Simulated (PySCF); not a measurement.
Electron correlation in Ir (iridium, neutral)

[Xe] 4f14 5d7 6s2, high-spin 4F determinant. Calculation: PySCF 2.14, in aug-cc-pVDZ-PP with ECP60MDF; scalar relativity through the core potential. Frozen: 5s2 5p6; 9 electrons correlated.

```
  level  correlation energy (mhartree)
   CCSD                        -208.35
    (T)                          -6.80
CCSD(T)                        -215.15
```

Diagnostics: T1 = 0.018, D1 = 0.0634, largest double amplitude 0.045.

Spin-orbit coupling, absent here, splits the open shell strongly.

Cost of the coupled-cluster step: roughly 6 core-seconds, for 9 correlated electrons.
